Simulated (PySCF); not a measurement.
## C₆ coefficients of unlike pairs at PBE

Calculated with PySCF 2.14 from the dipole response of each species, C₆(A,B) = (3/π) ∫ α_A(iu) α_B(iu) du, in atomic units, from isotropic polarisabilities. For ions this is the dispersion term alone; charge-induced terms of lower order in 1/R come first.

| species | configuration | basis | relativity | α (bohr³) | C₆ (like pair) |
| --- | --- | --- | --- | --- | --- |
| B³⁺ | 1s2 (1S) | aug-cc-pwCVDZ (5s4p2d) | none | 0.01825 | 0.002379 |
| Ga | [Ar] 3d10 4s2 4p1 (2P) | aug-cc-pVQZ-PP with ECP10MDF (7s6p5d3f2g) | core potential | 64.75 | 544.5 |
| Tc²⁺ | [Kr] 4d5 (6S) | aug-cc-pwCVDZ-PP with ECP28MDF (6s6p5d3f) | core potential | 9.238 | 49.77 |
| O | [He] 2s2 2p4 (3P) | dyall-av2z (11s7p2d) | none | 4.796 | 14.10 |

Question: Estimate C₆ for O with B³⁺.

Answer: The integral gives 0.1096. The combination rule 2 C_A C_B / (C_A α_B/α_A + C_B α_A/α_B) gives 0.09881 and the geometric mean 0.1831.

No spin-orbit coupling is included.

The other pairs:

```tsv
pair	C₆
O, Ga	71.26
Ga, B³⁺	0.3746
O, Tc²⁺	26.48
Tc²⁺, Ga	135.0
Tc²⁺, B³⁺	0.2083
```
